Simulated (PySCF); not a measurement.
Method: PySCF 2.14.0, delta-SCF UKS SCAN, pcX-2 on the ionised atom, pcseg-1 elsewhere, spin-free X2C. Geometries: PBE0-D3(BJ)/def2-SVP; isolated species, one conformer each. Kα1 is taken as the energy difference of the 1s-hole and 2p3/2-hole states at the ground state's geometry. The 2p values add to the ΔSCF energy of one spin-free hole a correction within the shell (spin–orbit coupling, ligand field).

| site | Si 2p3/2 (eV) |
| --- | --- |
| Si4 in `[CH3:1][SiH2:2][P-:3][Si:4]([CH3:5])([CH3:6])[CH3:7]` | 101.21 |
| silicon in `[SiH2](OC(C)C)NCC` | 106.92 |
| silicon in `CN(C)BC[SiH3]` | 106.35 |
| Si1 in `[SiH2-:1][O:2][SiH3:3]` | 100.54 |
| Si3 in `[GeH3:1][O:2][SiH:3]1[NH:4][SiH2:5][NH:6][SiH2:7][NH:8]1` | 107.22 |

Q: What are the Si 1s binding energies, and the Kα1 emission energies that follow?

A: 
| site | bonded to | 1s (eV) | 2p3/2 (eV) | Kα1 = 1s − 2p3/2 (eV) |
| --- | --- | --- | --- | --- |
| Si1 in `[SiH2-:1][O:2][SiH3:3]` | O and 2 H | 1840.42 | 100.54 | 1739.88 |
| Si4 in `[CH3:1][SiH2:2][P-:3][Si:4]([CH3:5])([CH3:6])[CH3:7]` | 3 C and P | 1841.11 | 101.21 | 1739.90 |
| silicon in `CN(C)BC[SiH3]` | C and 3 H | 1846.13 | 106.35 | 1739.78 |
| silicon in `[SiH2](OC(C)C)NCC` | O, N and 2 H | 1846.92 | 106.92 | 1740.00 |
| Si3 in `[GeH3:1][O:2][SiH:3]1[NH:4][SiH2:5][NH:6][SiH2:7][NH:8]1` | O, 2 N and H | 1847.38 | 107.22 | 1740.16 |

Ranges: 1s 6.96 eV, 2p3/2 6.68 eV, Kα1 0.38 eV. A straight-line fit of 1s on 2p3/2 has slope 1.02.
